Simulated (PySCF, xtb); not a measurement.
difluoro(fluoromethyl)silane (CH3F3Si), SMILES C(F)[SiH](F)F. The values are those of a single conformer.

Harmonic wavenumbers (cm⁻¹) from GFN2-xTB in xtb at its own minimum, in rising order: 35, 140, 164, 235, 381, 599, 622, 713, 755, 868, 909, 1039, 1206, 1291, 1438, 2463, 2952, 2961.

Q: What does PBE-D3(BJ)/def2-SVP (PySCF) give at its own minimum? (Estimate from the structure and the level; the computed values follow.)

A: 68, 131, 195, 297, 440, 600, 698, 795, 817, 895, 962, 1061, 1200, 1272, 1396, 2217, 2932, 2986. Paired by order, the mean absolute difference is 49 cm⁻¹ and the zero-point energies are 26.8 and 27.1 kcal/mol.
